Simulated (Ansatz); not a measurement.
Gas-phase electronic energies from Ansatz, PBE0-D4/def2-TZVP geometries. CBS: MP2 limit from def2 TZ/QZ plus the TZ coupled-cluster correction, frozen cores. DFT in def2-TZVPP. Each species was taken in one conformer, which may not be the lowest.

Consider the ligand exchange at a B–C bond: `OC(F)(F)BF` + `CNC` → `CN(C)BF` + `OC(F)F`.

(1) Is it downhill or uphill in electronic energy at CCSD(T)/CBS, and by how much? (Best estimate.)

(2) What do these levels give: r2SCANh-D4, B2PLYP, PBE, revPBE, BLYP, BHLYP, MP2/def2-SVP, CCSD/def2-SVP, SCS-MP2/def2-TZVPP, CCSD/def2-TZVPP, MP2/def2-QZVPP, SCS-MP2/def2-QZVPP? (Best estimate.)

(3) What do rigid-rotor, harmonic-oscillator terms from PBE0-D4/def2-TZVP frequencies (298.15 K, 1 bar) make of the CCSD(T)/CBS value? (An estimate is asked.)

Largest T1 diagnostic among the species: 0.013.

## Answers

(1) The calculation gave: Downhill: ΔE = -170.0 kJ/mol.

(2) The calculation gave: r2SCANh-D4 -171.3, B2PLYP -170.3, PBE -164.1, revPBE -158.8, BLYP -161.7, BHLYP -171.7, MP2/def2-SVP -180.7, CCSD/def2-SVP -175.4, SCS-MP2/def2-TZVPP -173.1, CCSD/def2-TZVPP -171.1, MP2/def2-QZVPP -175.9, SCS-MP2/def2-QZVPP -172.2 kJ/mol.

(3) Computed: ΔZPE = +6.5 kJ/mol, ΔH = -165.2 kJ/mol, ΔS = -15 J/(mol·K), ΔG = -160.7 kJ/mol. Modes under 50 cm⁻¹ make the entropy rough.

From BLYP to BHLYP (50 % exact exchange), in def2-TZVPP and without D4, ΔE moves by −9.9 kJ/mol. At CCSD(T), def2-SVP lies −6.2 kJ/mol from the extrapolated value and def2-TZVPP −1.6 kJ/mol.
